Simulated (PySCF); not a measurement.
**Ionisation energy of Mo¹⁵⁺ by level of theory**

Mo¹⁵⁺ [Ar] 3d9 [3d3/2^4 3d5/2^5, M_J = 5/2] → Mo¹⁶⁺ [Ar] 3d8 [3d3/2^4 3d5/2^4, M_J = 4], as a difference of total energies. Calculation: PySCF 2.14, in an uncontracted even-tempered set (17 s from 1.3 bohr⁻², ratio 2.8; 13 p from 1.7 bohr⁻², ratio 2.8; 8 d from 1.7 bohr⁻², ratio 2.8; 4 f from 9 bohr⁻², ratio 3); the two-component X2C-1e Hamiltonian. Correlated levels: [Ne] frozen; the 76 highest virtual spinors dropped. "Screened" scales the spin-orbit matrix elements by Boettger's factors to mimic the two-electron term; Breit and QED terms are absent.

```csv
method,ionisation energy (eV)
GHF (spin-free),592.68
GMP2 (spin-free),594.25
GHF (screened spin-orbit),591.68
GMP2 (screened spin-orbit),593.26
```

Problem. How much does correlation contribute at GMP2 (screened spin-orbit)?

Solution. 593.26 − (591.68) = 1.58 eV, measured against GHF (screened spin-orbit).

Breit and QED terms and the two-electron picture change are absent.

The spin-free rows relax to the high-spin LS determinant and lack the spin-orbit shift.

The labels give the starting determinants; with spin-orbit coupling the two ends relaxed to ⟨J²⟩ = 8.75, ⟨L²⟩ = 6.01, ⟨S²⟩ = 0.76 and ⟨J²⟩ = 20.00, ⟨L²⟩ = 12.15, ⟨S²⟩ = 1.97.

For comparison: 591 ± 3 eV (theoretical estimate listed by NIST; NIST Atomic Spectra Database, ionization energies).
